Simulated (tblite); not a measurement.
C4H11NOSi2.
Cartesian coordinates in Å at the GFN2-xTB level; atoms count from 1:
```
atom  x, y, z in Å
C1     3.2776    0.1087    0.6575
C2     1.9730   -0.4206    0.1195
O3     1.7309   -1.6024   -0.0429
N4     1.0201    0.4692   -0.2019
Si5   -0.4283   -0.3296   -0.8032
C6    -1.7944    1.0115   -0.9261
Si7   -2.7427    0.2635    0.5584
C8    -1.4538   -1.1576    0.5790
H9     3.0952    0.7541    1.5145
H10    3.7803    0.6907   -0.1131
H11    3.9141   -0.7204    0.9531
H12    1.1793    1.4555   -0.0859
H13   -0.0929   -1.0271   -2.0389
H14   -1.4867    2.0473   -0.8168
H15   -2.3457    0.9496   -1.8591
H16   -2.7268    1.1072    1.7581
H17   -4.1158   -0.1553    0.2708
H18   -0.9315   -1.3134    1.5185
H19   -1.8619   -2.1215    0.2910
```

Level: GFN2-xTB in tblite, geometry and Hessian alike; calculated harmonic values, unscaled, isolated species. The method is semi-empirical: single wavenumbers can be off by several per cent or more. Modes of hydrogen on silicon can be 10 to 20 % off. One conformer, not necessarily the lowest.

Harmonic wavenumbers (cm⁻¹): 37.6, 69.4, 78.7, 94.2, 102.9, 169.4, 204.9, 336.7, 380.5, 436.4, 486.1, 496.3, 552.0, 569.8, 585.4, 607.5, 610.2, 644.1, 688.7, 701.1, 714.3, 754.3, 773.0, 790.2, 828.6, 910.2, 955.5, 958.9, 995.1, 1003.4, 1083.5, 1089.0, 1176.8, 1367.0, 1397.0, 1455.9, 1457.3, 1465.8, 1472.1, 1703.1, 2218.6, 2245.0, 2305.5, 3014.4, 3019.3, 3019.6, 3025.2, 3029.6, 3030.1, 3060.1, 3478.6.

A = 3393, B = 765.9, C = 734.7 MHz; mass 145.038 u (most abundant isotopes); point group C1, symmetry number 1.

Zero-point energy?

½Σν̃ = 30824 cm⁻¹ = 88.13 kcal/mol.

What is S at 298.15 K and 1 bar for an ideal gas of classical rigid rotors and harmonic oscillators?

Translation 40.85, rotation 29.51, vibration 34.82: S = 105.2 cal/(mol K).

And Cp and H(298.15 K) − H(0)?

Cp = 43.48 cal/(mol K), of which vibrations give 35.53 (their classical limit is 51 R = 101.3); H(298.15 K) − H(0) = 7.70 kcal/mol without the zero-point energy, 5.33 from vibrations.

Blend soft modes into free rotors: weight 1/[1 + (100 cm⁻¹/ν̃)⁴] for the oscillator and the rest for a rotor with moment μB/(μ + B), μ = h/(8π²ν), B = 10⁻⁴⁴ kg m². What vibrational entropy results?

31.29 cal/(mol K) in place of 34.82, which changes −T·S at 298.15 K by +1.05 kcal/mol.

Which modes carry the vibrational entropy at 298.15 K?

37.6 cm⁻¹: 5.38; 69.4 cm⁻¹: 4.17; 78.7 cm⁻¹: 3.92; 94.2 cm⁻¹: 3.57; 102.9 cm⁻¹: 3.40; 169.4 cm⁻¹: 2.44 cal/(mol K); the other 45 give 11.94 together.

How do the functions run with temperature in this model?

```tsv
T (K)	S (cal/(mol K))	Cp (cal/(mol K))	H − H(0) (kcal/mol)	G − H(0) (kcal/mol)	ln q(vib)
150	82.2	25.4	2.58	-9.75	4.03
250	98.0	37.8	5.74	-18.77	7.08
400	119.5	53.8	12.67	-35.12	11.59
600	144.2	68.2	24.99	-61.56	17.42
900	174.7	81.6	47.63	-109.57	25.44
```

q(vib) and H(0) count from the zero-point level.

Hindered rotation and anharmonicity are outside this model. Other conformers, if any are populated, would add a mixing term that is left out. The structure is chiral; the term R ln 2 for an equal mix with its mirror image is left out.

Time: 0.66 s wall. Hardware: one thread of an AMD EPYC 9R45, shared host with 96 logical CPUs at a one-minute load of 48. This covers the Hessian and the dipole derivatives.
